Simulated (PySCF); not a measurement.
# Correlation energy of N²⁺ (nitrogen, charge +2)

[He] 2s1 2p2, high-spin 4P determinant (an excited configuration). All numbers are calculated (PySCF 2.14, no relativity, point nucleus, in aug-cc-pVTZ with one added diffuse shell each of s, p, d, f type (6s5p4d3f, 62 functions)). Frozen: 1s2; 3 electrons correlated.

MP2 pair energies summed by pair of shells (mhartree):

```csv
pair,energy,share (%)
2p-2p,-7.22,58.4
2s-2p,-5.14,41.6
```

Total MP2 correlation energy: -12.35 mhartree.

Same-spin part -12.35 and opposite-spin part 0.00 mhartree; SCS-MP2 scales them by 1/3 and 6/5 to -4.12 mhartree.
